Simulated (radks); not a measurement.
Problem. The mean radii <r> (bohr) of the occupied orbitals of an atom or ion are listed with their occupations. Method: Dirac Kohn-Sham, Slater X-alpha with alpha = 0.994, spin-unpolarised, spherical densities, finite nucleus; Fermi nuclear charge, rms radius of each element as measured or else 0.836 A^(1/3) + 0.57 fm; computed with a radial shooting solver on a logarithmic mesh with Libxc functionals.

| orbital | occ. | <r> |
|---|---|---|
| 1s1/2 | 2 | 0.01833 |
| 2s1/2 | 2 | 0.07674 |
| 2p1/2 | 2 | 0.06340 |
| 2p3/2 | 4 | 0.07135 |
| 3s1/2 | 2 | 0.1997 |
| 3p1/2 | 2 | 0.1895 |
| 3p3/2 | 4 | 0.2042 |
| 3d3/2 | 4 | 0.1784 |
| 3d5/2 | 6 | 0.1829 |
| 4s1/2 | 2 | 0.4467 |
| 4p1/2 | 2 | 0.4510 |
| 4p3/2 | 4 | 0.4840 |
| 4d3/2 | 4 | 0.4989 |
| 4d5/2 | 6 | 0.5101 |
| 5s1/2 | 2 | 1.053 |
| 5p1/2 | 2 | 1.155 |
| 5p3/2 | 4 | 1.256 |
| 4f5/2 | 6 | 0.5828 |
| 4f7/2 | 8 | 0.5915 |
| 5d3/2 | 4 | 1.869 |
| 6s1/2 | 2 | 3.009 |

Name the element and its charge. Open shells, if any, fill j = l - 1/2 first.

Solution. Z = 74, tungsten, charge 0: W in [Xe] 4f14 5d4 6s2. The 1s radius gives Z: for a bare nucleus <r> = (2 gamma + 1)/(2Z) with gamma = sqrt(1 - (Z/c)^2), 0.01813 bohr for Z = 74, and screening makes it slightly larger (0.01833 here). The occupations add up to 74, and the charge is Z minus that.
